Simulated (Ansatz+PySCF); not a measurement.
A calculation with Ansatz (development build ahead of 0.2.0).

```yaml
crystal:
  periodic: [false, false, false]
  atoms:
    - { symbol: Be, position_ang: [0.0, 0.0, 0.0] }
    - { symbol: Si, position_ang: [1.30666, 1.74222, 3.77201] }
basis:
  gaussian: { orbitals: STO-3G }
total_charge: -1
magnetization:
  initial_magnetization: 1
hamiltonian:
  xc: hf
correlation:
  method: fci
  frozen_orbitals: { Be: 0, Si: 5 }
```

The input is written out in the form of the current development build from the run's settings.

The run gave:

- Converged: yes
- Total energy: -299.65186 hartree
- State: lowest doublet root, of any spatial symmetry

Caution: no diffuse functions for an anion.
